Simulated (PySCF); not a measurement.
## A search over the determinants of CsK⁺

Unrestricted PBE0; basis Cs def2-SVP with ECP46, K def2-SVP; scalar-relativistic core potentials; PySCF 2.14. Outer shells of the fragments: Cs+ closed shells only; K 4s1.

Followed along the bond (rough minima from three points):

```json
{"2Ms+1": "2", "unpaired": "σ ↑", "⟨S²⟩ at the start": "0.75", "R at minimum (Å)": "5.03", "Te (eV)": "0.00"}
```

Solutions found at the starting distance of 4.250 Å, counted from the lowest of them; the search is not exhaustive and high or unbound solutions are not listed, so other states can lie among these:

```tsv
2Ms+1	unpaired	term	E (eV)	⟨S²⟩	⟨Lz²⟩	μ (D)
2	σ ↑	²Σ⁺	0.00	0.75	0.00	3.90
2	π ↑	²Π	1.77	0.75	1.00	3.29
2	δ ↑	²Δ	3.13	0.75	4.00	14.20
```

A term symbol is given only where ⟨S²⟩ and ⟨Lz²⟩ are close to those of a pure state; real π, δ and φ orbitals otherwise mix terms. A positive dipole points towards K; it is taken about the centre of mass and depends on that origin.

Spin–orbit coupling is left out. Counting both spins, an empty level lies below a filled one in some of these solutions, because spin and occupation are held.
